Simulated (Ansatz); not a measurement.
Which is lower?

The two ends of one reaction step of Si₂NH₆F, closed shell (PBE0-D4/def2-TZVP).

A:

Si1  (0.559, 0.670, -0.106)
F2  (2.035, 0.355, -0.672)
N3  (-0.585, 1.019, -1.315)
H4  (-0.987, 0.301, -1.894)
H5  (0.706, 1.896, 0.717)
Si6  (-0.148, -1.227, 1.067)
H7  (-0.637, 1.925, -1.751)
H8  (-1.320, -0.888, 1.918)
H9  (0.935, -1.766, 1.932)
H10  (-0.558, -2.287, 0.103)
(Å)

B:

```xyz
10
angstrom
Si -0.4065 1.0518 0.3036
F 0.9045 -0.9505 -1.7663
N 0.0494 1.3552 -1.2074
H 0.6248 -0.0127 -1.7291
H -1.0172 2.0813 1.1960
Si -0.0666 -1.1310 1.0756
H -0.0386 2.2500 -1.6672
H -0.5672 -1.1484 2.4786
H 1.3821 -1.4296 1.0630
H -0.8647 -2.0661 0.2532
```

Ansatz 0.2.0; basis: def2-TZVPP; cores frozen in the correlated methods. B3LYP uses VWN-RPA correlation.

(1) Which structure is lower at CCSD(T), and by how much? (To be estimated.)

The T1 diagnostic stays at or below 0.016.

Answers

(1) The calculation gives: A, by 3.076 eV (electronic energy, against the other). By their contacts, A is Si₂NH₆F ([NH2][SiH]([F])[SiH3]) and B is a complex of Si₂NH₅ ([NH][SiH][SiH3]) + HF.

All methods give the same order:

```
      method  E(B) − E(A) (eV)
       SPW92             2.880
      PBE-D4             2.822
     BLYP-D4             2.772
   r2SCAN-D4             3.082
      B97M-V             3.177
     PBE0-D4             3.089
    B3LYP-D4             3.008
  r2SCAN0-D4             3.242
    BHLYP-D4             3.304
CAM-B3LYP-D4             3.161
     wB97X-V             3.224
     wB97M-V             3.142
      B2PLYP             3.063
    PBE-QIDH             3.226
  RPA on PBE             2.982
          HF             3.631
         MP2             3.079
        CCSD             3.193
     CCSD(T)             3.076
```

Labels in which every atom is bracketed show which atoms are joined, not bond orders.

For scale, one of the runs: CCSD(T)/def2-TZVPP, 230 basis functions (an equivalent command: `ansatz run in.yaml --threads 4`). Hardware: 4 CPU threads, shared host. Wall time 34 s; peak host memory 4.2 GiB.
